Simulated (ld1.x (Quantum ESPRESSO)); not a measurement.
Before and after: PAW potential for osmium (Os)

ld1.x (Quantum ESPRESSO) 7.5 input, shortened:

```
&input
   title='Os', zed=76., rel=1, dft='PBE', iswitch=3,
   config='[Xe] 4f14 5d6 6s2 6p0'
 /
 &inputp
   pseudotype=3, lpaw=.true., tm=.true., lloc=-1, rcloc=2.10,
   nlcc=.true., new_core_ps=.true.,
   which_augfun='PSQ', rmatch_augfun_nc=.true.
 /
6
6S  1  0   2.00   0.00  2.45  2.80  0.0
6S  1  0   0.00   3.20  2.45  2.80  0.0
6P  2  1   0.00   0.00  2.85  3.15  0.0
6P  2  1   0.00   0.50  2.85  3.15  0.0
5D  3  2   6.00   0.00  2.20  2.60  0.0
5D  3  2   0.00   1.25  2.20  2.60  0.0
 &test
   configts(1)='5d6 6s2 6p0'
 /
```

Change: all radii but the core radius scaled by about 1.19 (s 3.34, p 3.74, d 3.10 bohr, rcut 2.92/3.40/2.62); local potential all-electron potential smoothed inside 2.50 bohr (lloc = -1).

Cutoffs: the cutoffs (Ry, on a coarse ladder) from which the occupation-weighted sum of valence levels, in a spherical-Bessel basis at the reference potential, stays within 10 and 1 mRy of its value at 400 Ry; they do not see the model core or the augmentation charge, which bear on the density cutoff. Errors are all-electron minus pseudo energies relative to the spin-unpolarised reference configuration.

Q: How do hardness, ghosts and transferability respond?

A: The potential gets softer (15 Ry and 25 Ry → 10 Ry and 18 Ry); the bound ghost in s disappears; the number of tests that count goes from 6 to 7; of the 6 tests that both files solve, the error grows in 3 and shrinks in 3 by more than 15 % and 0.3 meV (median size 28.5 → 26.1 meV). A larger radius leaves more room for a smooth pseudo-wave, so fewer plane waves are needed.

```csv
quantity,base,changed
"cutoff, loose",15 Ry,10 Ry
"cutoff, tight",25 Ry,18 Ry
loose cutoff by channel (10 mRy a level),"s 6 Ry, d 12 Ry","s 6 Ry, d 10 Ry"
bound ghosts,s,none
"tests counted (converged, no solver errors)",6 of 7,7 of 7
"error for 5d6 6s1 6p0, meV [ΔE 9.58 eV]",-11,-3.0
"error for 5d6 6s0 6p0, meV [ΔE 26.49 eV]",-0.2,-19
"error for 5d5 6s0 6p0, meV [ΔE 55.34 eV]",-84,-140
"error for 5d7 6s0 6p0, meV [ΔE 9.04 eV]",-49,-62
"error for 5d6 6s1.5 6p0, meV [ΔE 3.91 eV]",-4.1,-1.3
"error for 5d5 6s2 6p0, meV [ΔE 11.08 eV]",-47,-33
lowest overlap eigenvalue by channel,"s 0.48, p 0.46, d 0.03","s 0.04, p 0.50, d 0.80"
```

Base: Tests not counted: 5d4 6s0 6p0 (solver errors, printed error -79.4 eV). A true bound ghost makes a file unfit for plane-wave use even where its test errors are small: the radial tests pick states by their node count and pass the ghost by. Where a test does run into it, the solver fails or the error is huge.
